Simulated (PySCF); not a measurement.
C₄H₈O₂.

```xyz
14

C      1.1343    -0.6747     0.3502
C      1.1343     0.6747    -0.3502
O      0.0000     1.4457     0.0000
C     -1.1343     0.6747     0.3502
C     -1.1343    -0.6747    -0.3502
O      0.0000    -1.4457     0.0000
H      2.0310    -1.2489     0.0660
H      1.1717    -0.5180     1.4464
H      2.0310     1.2489    -0.0660
H      1.1717     0.5180    -1.4464
H     -1.1717     0.5180     1.4464
H     -2.0310     1.2489     0.0660
H     -2.0310    -1.2489    -0.0660
H     -1.1717    -0.5180    -1.4464
```
Charge 0, spin multiplicity 1.

Geometry optimised at ωB97X-D3(BJ)/def2-SVP. The values are those of a single conformer.

These are HF/pcSseg-1 (PySCF) values and carry that method's errors. Non-relativistic, no solvent.

Computed absolute GIAO shielding of each atom: isotropic value and principal components (ppm):
```tsv
atom	σ(iso)	σ11	σ22	σ33	span
C1	132.4	115.5	118.1	163.4	47.9
C2	132.4	115.5	118.1	163.4	47.9
O3	348.0	314.0	336.6	393.4	79.4
C4	132.4	115.5	118.1	163.4	47.9
C5	132.4	115.5	118.1	163.4	47.9
O6	348.0	314.0	336.6	393.4	79.4
H7	28.4	23.9	26.9	34.4	10.4
H8	27.9	24.1	26.2	33.5	9.5
H9	28.4	23.9	26.9	34.4	10.4
H10	27.9	24.1	26.2	33.5	9.5
H11	27.9	24.1	26.2	33.5	9.5
H12	28.4	23.9	26.9	34.4	10.4
H13	28.4	23.9	26.9	34.4	10.4
H14	27.9	24.1	26.2	33.5	9.5
```
